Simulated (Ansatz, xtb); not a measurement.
## F2H3Si3+: where a starting geometry ends

The starting geometry of this gas-phase singlet has its atoms placed at random.

```yaml
atoms:
  - { symbol: F, position_ang: [0.5829, -0.2475, 2.3288] }
  - { symbol: F, position_ang: [-0.3042, -1.4187, -0.2798] }
  - { symbol: Si, position_ang: [1.3887, -0.0340, -1.4633] }
  - { symbol: Si, position_ang: [-0.4416, 0.3870, 0.3933] }
  - { symbol: Si, position_ang: [-0.1631, 1.9637, -0.9190] }
  - { symbol: H, position_ang: [0.6040, -1.3249, -1.8408] }
  - { symbol: H, position_ang: [1.0930, -0.5985, 1.8019] }
  - { symbol: H, position_ang: [0.9773, -0.9514, 0.2910] }
```

Problem. Guess where an optimisation with r2SCAN-D4/def2-SVP ends from this start.

Solution. It ends as a structure with H8 bridging Si3 and Si4, given below by its coordinates. Distances that change by over a tenth: F1–H7 (0.81 → 0.95 Å). Contacts that close: F2–Si4 (1.93 → 1.60 Å), Si3–Si4 (2.64 → 2.26 Å), Si3–Si5 (2.59 → 2.27 Å), Si3–H8 (2.02 → 1.68 Å), Si4–H8 (1.95 → 1.69 Å).

The energy falls by 7.23 eV over 21 steps:

```json
{"step": "1", "E − E(last) (eV)": "7.226"}
{"step": "3", "E − E(last) (eV)": "2.773"}
{"step": "5", "E − E(last) (eV)": "1.523"}
{"step": "8", "E − E(last) (eV)": "0.637"}
{"step": "10", "E − E(last) (eV)": "0.292"}
{"step": "12", "E − E(last) (eV)": "0.124"}
{"step": "14", "E − E(last) (eV)": "0.041"}
{"step": "17", "E − E(last) (eV)": "0.002"}
{"step": "19", "E − E(last) (eV)": "0.000"}
{"step": "21", "E − E(last) (eV)": "0.000"}
```

Final geometry (Å):

```xyz
8

F     0.9774   -0.1756    1.9412
F    -1.1460   -1.1331    1.0666
Si    0.9916    0.0136   -1.6303
Si   -0.2400   -0.0833    0.2590
Si   -0.2078    1.8168   -0.9660
H     1.8679   -0.7658   -2.5463
H     0.6856   -0.7066    2.6673
H     0.8083   -1.1903   -0.4793
```

From the same start GFN2-xTB ends elsewhere, in pieces: FH2Si3 + FH.

From so rough a start the end depends on the optimiser's path, so another program may land elsewhere. The end wasn't checked by frequencies. Run with Ansatz 0.2.0, 2.8 min on 1 thread of AMD EPYC (Zen 3) (shared host).
